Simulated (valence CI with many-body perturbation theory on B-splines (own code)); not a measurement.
Er LXIV: electric-dipole lines

Level of theory: valence CI with perturbative core correlation (CI+MBPT): three valence electrons over a frozen Dirac-Fock core [He], radial functions for each j: 11 s, 11 p, 9 d, 7 f, 5 g, 2 h, 1 i, with the one-electron correlation potential Σ1, the two-electron term Σ2, the three-electron term Σ3, Breit, model QED; selected CI, second order for the rest (own B-spline code, finite nucleus).

The last digits are not significant, and no measured levels were compared; by estimate large intervals hold to a few tenths of a per cent, small ones and those within an open d or f shell to about a per cent.

Lines 151 to 200 of 276 in falling wavelength, among levels below 10675 eV, chosen from the strongest by gf and those to the six lowest levels. Wavelengths and rates use the calculated energies. Electric multipoles are in the length gauge, E1 and E2 with the static RPA response of the core. Weak lines are less certain than strong ones. Lines between different terms over intervals too small for the method are left out, as are lines whose strength nearly cancels. The highest levels of a list are the least certain.

Levels are named by their leading jj configuration (3d3/2^4 stands for four electrons in 3d with j = 3/2), which in mixed levels can hold well under half, so a name can repeat and another be missing. Letters in brackets count levels of one name in rising energy.

```tsv
λ vac (nm)	Upper	Lower	A (s⁻¹)	S (a.u.)
0.1514	(2p1/2 2p3/2 3d5/2) J=7/2 [b]	(2p1/2 2p3/2^2) J=5/2	1.74e+15	2.39e-02
0.1514	(2s 2p1/2 3d3/2) J=3/2 [b]	(2s 2p1/2 2p3/2) J=3/2 [a]	1.08e+14	7.38e-04
0.1513	(2s 2p1/2 3d3/2) J=1/2	(2s 2p1/2 2p3/2) J=3/2 [a]	2.60e+13	8.89e-05
0.1513	(2s 2p1/2 3d5/2) J=5/2 [a]	(2s 2p1/2 2p3/2) J=5/2	2.40e+13	2.46e-04
0.1511	(2p1/2 2p3/2 3d5/2) J=5/2 [b]	(2p1/2 2p3/2^2) J=3/2	1.04e+15	1.07e-02
0.1509	(2s 2p3/2 3d5/2) J=5/2 [b]	(2s 2p3/2^2) J=3/2	1.43e+15	1.46e-02
0.1509	(2s 2p3/2 3d3/2) J=3/2 [b]	(2s 2p3/2^2) J=5/2	1.17e+14	7.95e-04
0.1509	(2s 2p3/2 3d5/2) J=3/2 [b]	(2s 2p3/2^2) J=3/2	3.26e+14	2.21e-03
0.1508	(2s 2p3/2 3d5/2) J=3/2 [b]	(2s 2p3/2^2) J=1/2	7.70e+14	5.22e-03
0.1508	(2s 2p1/2 3d5/2) J=7/2	(2s 2p1/2 2p3/2) J=5/2	1.10e+15	1.48e-02
0.1507	(2p1/2 2p3/2 3p3/2) J=5/2 [a]	(2s 2p3/2^2) J=3/2	1.70e+14	1.72e-03
0.1507	(2s 2p3/2 3d5/2) J=5/2 [a]	(2s 2p3/2^2) J=5/2	3.94e+14	3.99e-03
0.1506	(2s 2p3/2 3d3/2) J=5/2 [b]	(2s 2p3/2^2) J=5/2	4.96e+14	5.02e-03
0.1505	(2s 2p1/2 3d5/2) J=5/2 [b]	(2s 2p1/2 2p3/2) J=5/2	1.35e+14	1.37e-03
0.1505	(2s 2p1/2 3d5/2) J=5/2 [a]	(2s 2p1/2 2p3/2) J=3/2 [a]	9.97e+14	1.01e-02
0.1505	(2s 2p1/2 3d5/2) J=3/2	(2s 2p1/2 2p3/2) J=5/2	7.45e+12	5.02e-05
0.1505	(2s 2p3/2 3d5/2) J=7/2 [a]	(2s 2p3/2^2) J=5/2	1.56e+15	2.10e-02
0.1504	(2s^2 3d5/2) J=5/2	(2s^2 2p3/2) J=3/2	1.11e+15	1.12e-02
0.1498	(2s 2p1/2 3d5/2) J=5/2 [b]	(2s 2p1/2 2p3/2) J=3/2 [a]	8.80e+13	8.77e-04
0.1498	(2s 2p1/2 3d5/2) J=3/2	(2s 2p1/2 2p3/2) J=3/2 [a]	4.98e+13	3.31e-04
0.1497	(2p1/2^2 3p3/2) J=3/2	(2s 2p1/2 2p3/2) J=1/2	2.14e+13	1.42e-04
0.1494	(2s 2p1/2 3p3/2) J=5/2	(2s^2 2p3/2) J=3/2	3.83e+13	3.78e-04
0.1494	(2s 2p3/2 3d5/2) J=7/2 [b]	(2s 2p3/2^2) J=5/2	3.68e+14	4.85e-03
0.1478	(2p1/2^2 3p3/2) J=3/2	(2s 2p1/2 2p3/2) J=3/2 [a]	1.07e+12	6.80e-06
0.1445	(2s^2 3p1/2) J=1/2	(2s 2p1/2^2) J=1/2	1.20e+12	3.57e-06
0.1433	(2s 2p3/2 3s) J=3/2 [a]	(2s 2p1/2 2p3/2) J=1/2	3.93e+12	2.29e-05
0.1432	(2s 2p1/2 3s) J=1/2 [a]	(2s 2p1/2^2) J=1/2	2.34e+13	6.79e-05
0.1428	(2s 2p1/2 3s) J=3/2	(2s 2p1/2^2) J=1/2	4.54e+13	2.61e-04
0.1428	(2p1/2^2 3d5/2) J=5/2	(2s^2 2p3/2) J=3/2	6.13e+11	5.29e-06
0.1427	(2s 2p3/2 3s) J=5/2	(2s 2p1/2 2p3/2) J=5/2	3.23e+13	2.78e-04
0.1423	(2s 2p1/2 3s) J=1/2 [b]	(2s 2p1/2^2) J=1/2	8.14e+12	2.32e-05
0.1423	(2s 2p3/2 3s) J=1/2	(2s 2p1/2 2p3/2) J=1/2	8.49e+12	2.41e-05
0.1423	(2s 2p3/2 3s) J=3/2 [a]	(2s 2p1/2 2p3/2) J=5/2	2.78e+13	1.58e-04
0.1422	(2s 2p3/2 3s) J=3/2 [b]	(2s 2p1/2 2p3/2) J=1/2	1.46e+13	8.27e-05
0.1420	(2s 2p3/2 3s) J=5/2	(2s 2p1/2 2p3/2) J=3/2 [a]	2.44e+13	2.07e-04
0.1419	(2s^2 3s) J=1/2	(2s^2 2p1/2) J=1/2	4.63e+13	1.31e-04
0.1416	(2s 2p3/2 3s) J=3/2 [a]	(2s 2p1/2 2p3/2) J=3/2 [a]	7.87e+12	4.41e-05
0.1405	(2s 2p3/2 3s) J=3/2 [b]	(2s 2p1/2 2p3/2) J=3/2 [a]	5.75e+11	3.15e-06
0.1397	(2s^2 3p3/2) J=3/2	(2s 2p1/2^2) J=1/2	6.74e+12	3.63e-05
0.1387	(2p1/2 2p3/2 3p1/2) J=1/2	(2s 2p1/2 2p3/2) J=1/2	6.04e+13	1.59e-04
0.1386	(2p1/2 2p3/2 3p1/2) J=3/2 [a]	(2s 2p1/2 2p3/2) J=1/2	1.77e+14	9.31e-04
0.1385	(2p1/2 2p3/2 3p1/2) J=5/2	(2s 2p1/2 2p3/2) J=3/2 [b]	2.63e+14	2.07e-03
0.1384	(2s 2p1/2 3p1/2) J=1/2 [a]	(2s^2 2p1/2) J=1/2	1.36e+14	3.56e-04
0.1380	(2s 2p3/2 3p1/2) J=3/2 [a]	(2s^2 2p3/2) J=3/2	1.18e+14	6.10e-04
0.1380	(2s 2p3/2 3p1/2) J=5/2	(2s^2 2p3/2) J=3/2	3.02e+14	2.35e-03
0.1380	(2s 2p1/2 3p1/2) J=3/2	(2s^2 2p1/2) J=1/2	3.60e+14	1.87e-03
0.1378	(2p1/2 2p3/2 3p1/2) J=3/2 [b]	(2s 2p1/2 2p3/2) J=1/2	4.54e+13	2.34e-04
0.1377	(2p1/2^2 3p1/2) J=1/2	(2s 2p1/2^2) J=1/2	7.33e+14	1.89e-03
0.1376	(2p1/2 2p3/2 3p1/2) J=3/2 [a]	(2s 2p1/2 2p3/2) J=5/2	1.15e+14	5.93e-04
0.1374	(2p1/2 2p3/2 3p1/2) J=5/2	(2s 2p1/2 2p3/2) J=5/2	2.85e+14	2.19e-03
```
